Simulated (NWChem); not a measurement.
Species: CH3ClOTe; SMILES Cl[Te]OC

```xyz
7

Te     0.6538     0.0058    -0.0276
Cl    -0.9161    -1.7780     0.0363
O     -0.5219     1.4786     0.5651
C     -1.4925     1.9623    -0.3356
H     -2.2701     1.2065    -0.5415
H     -1.9692     2.8287     0.1493
H     -1.0564     2.2888    -1.2965
```
Atoms are numbered in this order, from 1.

Computed with NWChem. The geometry was optimised at PBE0/def2-SVP. def2 effective core potentials on Te; no spin-orbit coupling.

Question: What does the run give for TPSS/def2-SVPD? Quantities: highest occupied level (eV); orbital gap (eV); dipole (D).

Answer: highest occupied level (eV): -5.46
orbital gap (eV): 2.16
dipole (D): 2.05
